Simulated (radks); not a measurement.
All-electron atom: neutral antimony in [Kr] 4d10 5p3 6p2 (not the ground configuration). Calculated with a radial shooting solver on a logarithmic mesh with Libxc functionals: Dirac Kohn-Sham, LDA (Slater exchange, Perdew-Wang correlation), spin-unpolarised, spherical densities, finite nucleus; open shells fill j = l - 1/2 first; Fermi nuclear charge, rms radius 4.6802 fm.

Unscreened Slater integrals over Kohn-Sham orbitals (eV). Large and small components are both included. Empty in this configuration: 6p3/2.

| integral | value |
|---|---|
| F0(6p1/2,6p1/2) | 3.5891 |
| F0(6p1/2,5p3/2) | 4.5293 |
| G2(6p1/2,5p3/2) | 0.29213 |
| F0(6p1/2,5p1/2) | 4.5461 |
| G0(6p1/2,5p1/2) | 0.21719 |
| F0(6p1/2,4d5/2) | 4.8028 |
| G3(6p1/2,4d5/2) | 0.11848 |
| F0(6p1/2,6p3/2) | 3.5377 |
| G2(6p1/2,6p3/2) | 1.9261 |
| F0(5p3/2,5p3/2) | 9.7598 |
| F2(5p3/2,5p3/2) | 5.2527 |
| F0(5p3/2,5p1/2) | 9.9334 |
| G2(5p3/2,5p1/2) | 5.3268 |
| F0(5p3/2,4d5/2) | 12.235 |
| F2(5p3/2,4d5/2) | 3.3781 |
| G1(5p3/2,4d5/2) | 1.1313 |
| G3(5p3/2,4d5/2) | 1.0235 |
| F0(5p3/2,6p3/2) | 4.4146 |
| F2(5p3/2,6p3/2) | 1.0422 |
| G0(5p3/2,6p3/2) | 0.21352 |
| G2(5p3/2,6p3/2) | 0.28657 |
| F0(5p1/2,5p1/2) | 10.120 |
| F0(5p1/2,4d5/2) | 12.635 |
| G3(5p1/2,4d5/2) | 1.1509 |
| F0(5p1/2,6p3/2) | 4.4307 |
| G2(5p1/2,6p3/2) | 0.28904 |
| F0(4d5/2,4d5/2) | 23.942 |
| F2(4d5/2,4d5/2) | 12.033 |
| F4(4d5/2,4d5/2) | 7.9382 |
| F0(4d5/2,6p3/2) | 4.6728 |
| F2(4d5/2,6p3/2) | 0.43630 |
| G1(4d5/2,6p3/2) | 0.11379 |
| G3(4d5/2,6p3/2) | 0.10946 |
| F0(6p3/2,6p3/2) | 3.4893 |
| F2(6p3/2,6p3/2) | 1.9067 |
